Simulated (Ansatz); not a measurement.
Worked example: C2H8O2Si → C2H7OSi + OH

Gas-phase species: C2H8O2Si `CO[SiH](C)O`, singlet; C2H7OSi `CO[SiH]C`, doublet; OH, doublet. The bond broken is the one whose loss leaves C2H7OSi `CO[SiH]C`, relaxed to its own shape; its unpaired electron may spread away from that site.

Shapes, held fixed at every level: PBE0-D4/def2-TZVP. Flexible molecules stand in one conformer, not always the lowest. Programs: Ansatz 0.2.0. Electronic energies: no zero-point or thermal term.

At CCSD(T)/CBS estimate; 1 Eh = 2625.50 kJ/mol:

| species | energy (Eh) |
| --- | --- |
| C2H8O2Si | -520.448082 |
| C2H7OSi | -444.551991 |
| OH | -75.677713 |

Work out ΔE of the reaction at this level.


1. Products less reactants: (-444.551991) + (-75.677713) − [(-520.448082)] = 0.218378 Eh = +573.4 kJ/mol.

Other levels give +543.4 (r2SCAN-D4/def2-TZVPP) to +588.8 kJ/mol (MP2/def2-TZVPP). No measured value is set beside it here. Open shells run unrestricted. The CBS estimate extrapolates MP2 from def2-TZVPP and def2-QZVPP and adds CCSD(T) − MP2 in the triple-zeta set, cores frozen. The median of the other correlated levels is +550.9 kJ/mol.
